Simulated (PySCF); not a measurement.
**MH for M along group 11**

HF with triple-zeta basis sets in PySCF, for the lowest determinant that a PBE0 search found; no spin–orbit coupling. De refers to high-spin ground-configuration atoms. A positive dipole means M(−)H(+).

```json
{"M": "Cu", "basis": "def2-TZVPP", "reference": "RHF", "state (unpaired electrons)": "singlet (closed shell)", "Re (Å)": "1.566", "ωe (cm⁻¹)": "1654", "De (eV)": "n/a", "μ (D)": "-4.21"}
{"M": "Ag", "basis": "x2c-TZVPPall", "reference": "RHF", "state (unpaired electrons)": "singlet (closed shell)", "Re (Å)": "1.698", "ωe (cm⁻¹)": "1607", "De (eV)": "n/a", "μ (D)": "-4.34"}
{"M": "Au", "basis": "def2-TZVPP", "reference": "RHF", "state (unpaired electrons)": "singlet (closed shell)", "Re (Å)": "1.572", "ωe (cm⁻¹)": "2081", "De (eV)": "n/a", "μ (D)": "-2.64"}
```

The shortest bond is that of CuH (1.566 Å), the longest that of AgH (1.698 Å).

The rows differ in basis set, which adds steps of its own.

Down a group the atoms grow and get heavier, so bonds lengthen and wavenumbers fall; the exceptions here are the shorter bond at Au and the higher wavenumber at Au. Relativity and the filled 4f shell contract the atoms of the sixth period.

Spin–orbit coupling is left out. Hartree–Fock leaves out correlation, which carries a large part of most bond energies and some tenths to 1 eV of ionisation energies.
